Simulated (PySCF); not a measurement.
Sn(F)(NH2)3 (FH6N3Sn), SMILES [NH2][Sn]([NH2])([NH2])[F].

Geometry: B3LYP-D3(BJ)/def2-SVP. The structure was generated by enumeration; whether it is a known compound was not checked. The def2 effective core potentials stand for the cores of Sn; spin–orbit coupling is left out. One conformer was computed; it need not be the lowest.

Level of theory: CAM-B3LYP/def2-TZVP (PySCF).

Gas-phase values at a fixed geometry.

```
Property                                                                                                        Value
---------------------------------------------------------------------------------------------  ----------------------
total energy                                                                                       -482.08391 hartree
point group                                                                                                        C3
highest occupied level                                                                                       -9.27 eV
lowest empty level                                                                                           -0.09 eV
orbital gap                                                                                                   9.18 eV
dipole moment                                                                                                  0.30 D
quadrupole, principal values (traceless, Buckingham form, about the centre of nuclear charge)  -15.17, 7.59, 7.59 D·Å
mean static polarisability                                                                       58.9 bohr³ (8.74 Å³)
polarisability, principal values                                                               52.7, 62.1, 62.1 bohr³
```
